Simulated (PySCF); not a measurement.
# What a mistake does to a calculation on B2GeH6N

All numbers below are calculated, not measured. The program is PySCF 2.14.0, an open-source quantum chemistry code, run on an isolated molecule that a program drew, which may never have been made. The molecule is B2GeH6N (charge 0, doublet), drawn as the SMILES string `[BH][BH][GeH2][NH2]`.

Each row is a Hartree-Fock (HF) and frozen-core CCSD(T) single point in the cc-pVDZ basis, meant for a local HF minimum. Run 1 is clean. Each other run has one planted mistake out of seven kinds, and not every kind appears here: one electron removed, one electron added, multiplicity raised by two, geometry at a saddle point, minimal basis STO-3G, one bond length entered in bohr, all coordinates scaled. The reference is restricted for singlets and unrestricted otherwise, and also for a bond in bohr. Adding or removing an electron swaps singlet and doublet. Electrons count all cores. HOMO and LUMO are orbital energies over both spins, the gradient is its largest component, and the lowest frequency (negative if imaginary) is given only where the gradient is small. Bond lengths are over the 9 bonds as drawn. T1 is the CCSD diagnostic: over 0.02 (restricted) or 0.045 (unrestricted) a single reference is doubtful. Germanium has the cc-pVDZ-PP basis, with a core potential (ECP10MDF) in place of its 10 inner electrons, and its 3s, 3p and 3d shells are frozen in CCSD(T).

Geometry of the clean run:
```xyz
10
B2GeH6N, angstrom
B    -0.0189   -1.1755    1.4293
B    -0.2828   -1.6969   -0.0370
Ge    0.0786   -0.4085   -1.6549
N    -1.3416   -0.2914   -2.8452
H     0.1946   -0.7158    2.4979
H    -0.6815   -2.8014   -0.2839
H     1.2846   -0.9211   -2.4577
H     0.3655    1.0396   -1.2248
H    -1.7098   -1.1889   -3.1144
H    -2.1114    0.2478   -2.4851
```

```
run,electrons,basis functions,<S^2>,HOMO (eV),LUMO (eV),gradient (hartree/bohr),lowest frequency (cm^-1),mean bond (Å),longest bond (Å),T1,HF (hartree),CCSD(T) (hartree),mistake
1,55,95,0.758,-8.92,0.85,3.4e-05,56,1.4450,2.099,0.0200,-400.61036,-401.09494,no fault
2,56,95,0.000,-1.12,7.53,3.6e-02,-,1.4450,2.099,0.0182,-400.61231,-401.13787,one electron added
3,55,95,0.757,-8.96,0.85,1.4e-02,-,1.4219,2.066,0.0196,-400.60805,-401.09047,all coordinates scaled
4,54,95,0.000,-14.60,-6.76,4.7e-02,-,1.4450,2.099,0.0353,-400.32304,-400.79480,?
```

**Which mistake was planted in run 4, and what did it cost?**

It counts 54 electrons, one fewer than the clean run, at the same geometry and basis. So the mistake is: one electron removed. Subtracting run 1 and multiplying by 627.51 kcal/mol a hartree, the energy moved by 180.3 kcal/mol in HF and 188.3 kcal/mol in CCSD(T).

Cautions from the logs. Run 4: T1 is over the limit, so its CCSD(T) energy is less reliable.
